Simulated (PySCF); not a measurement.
B(H)(NH2)(NMe2) (C₂H₉BN₂), SMILES N(C)(BN)C.

Geometry optimised at r2SCAN-D4/def2-SVP. The structure was generated by enumeration, and PubChem lists no compound with its InChIKey, so it may never have been made. The values are those of a single conformer.

Calculation: TDA-PBE/def2-SVPD run with PySCF.

Vertical excitations. Isolated molecule, no solvent.

```
state  energy (eV)  λ (nm)      f          main pairs
-----  -----------  ------  -----  ------------------
S1            4.88     254  0.017     HOMO→LUMO 100 %
S2            5.57     223  0.006   HOMO→LUMO+1 100 %
S3            5.89     210  0.000   HOMO→LUMO+3 100 %
S4            6.45     192  0.309    HOMO→LUMO+2 88 %
S5            6.52     190  0.000   HOMO→LUMO+4 100 %
S6            6.84     181  0.008    HOMO−1→LUMO 91 %
S7            6.86     181  0.002    HOMO→LUMO+5 92 %
S8            6.97     178  0.012    HOMO→LUMO+6 97 %
S9            7.42     167  0.005    HOMO→LUMO+7 90 %
S10           7.51     165  0.029  HOMO−1→LUMO+1 99 %
T1            4.79     259      0     HOMO→LUMO 100 %
T2            5.29     235      0    HOMO→LUMO+2 99 %
T3            5.45     227      0   HOMO→LUMO+1 100 %
T4            5.84     212      0   HOMO→LUMO+3 100 %
```
Triplets are in the Tamm–Dancoff approximation.
